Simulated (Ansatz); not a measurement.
`C[BH][AlH][F]` + `[SiH3]S` → `[F][AlH][S][SiH3]` + `BC` at 298.15 K and 1 bar (cleavage of the Al–B bond).

Calculated with Ansatz (gas phase, PBE0-D4/def2-TZVP geometries, no zero-point term in ΔE). CCSD(T)/CBS is the MP2 limit (def2-TZVPP, def2-QZVPP) plus CCSD(T) − MP2 in def2-TZVPP, frozen cores. This one scheme is used for every species. Each species was taken in one conformer, which may not be the lowest.

| species | CCSD(T)/CBS energy (Eh) | H − E (kJ/mol) | S (J/(mol·K)) |
| --- | --- | --- | --- |
| `C[BH][AlH][F]` | -407.70477 | 170.0 | 336.1 |
| `[SiH3]S` | -689.27336 | 102.7 | 272.7 |
| `[F][AlH][S][SiH3]` | -1031.20495 | 118.0 | 357.3 |
| `BC` | -65.83255 | 158.6 | 247.5 |

H − E and S are ideal-gas, rigid-rotor, harmonic terms from PBE0-D4/def2-TZVP, for one conformer and one mirror image of each species. 1 Eh = 2625.50 kJ/mol, R = 8.31446 J/(mol·K).

**Question.** By hand: ΔE, ΔH, ΔS and ΔG.

**Answer.** ΔE = (-1031.20495) + (-65.83255) − (-407.70477) − (-689.27336) = -0.05937 Eh = -155.9 kJ/mol. Δ(H − E) = 118.0 + 158.6 − 170.0 − 102.7 = 3.9, so ΔH = -152.0 kJ/mol. ΔS = 357.3 + 247.5 − 336.1 − 272.7 = -4.0 J/(mol·K). ΔG = -152.0 − 298.15 × (-4.0)/1000 = -150.8 kJ/mol.

**Question.** By hand: the equilibrium constant, and the temperature at which ΔG would vanish if ΔH and ΔS stayed fixed.

**Answer.** log₁₀ K = −ΔG/(RT ln 10) = 26.4. ΔG = 0 at ΔH/ΔS = 38000 K, far beyond where these terms or the molecules hold.

The number of gas molecules stays the same, so ΔS is small and ΔH decides. A doubt of 5 kJ/mol in ΔE shifts log₁₀ K by 0.9 here. Other conformers and mirror images would add mixing entropy, several J/(mol·K) or more a flexible species. Modes under 60 cm⁻¹, often nearly free rotors, make the harmonic entropy too high. These are equilibria of isolated gas molecules and say nothing of rates. Largest T1 diagnostic: 0.012 (customary marks: 0.02 for closed shells, 0.045 for open ones).
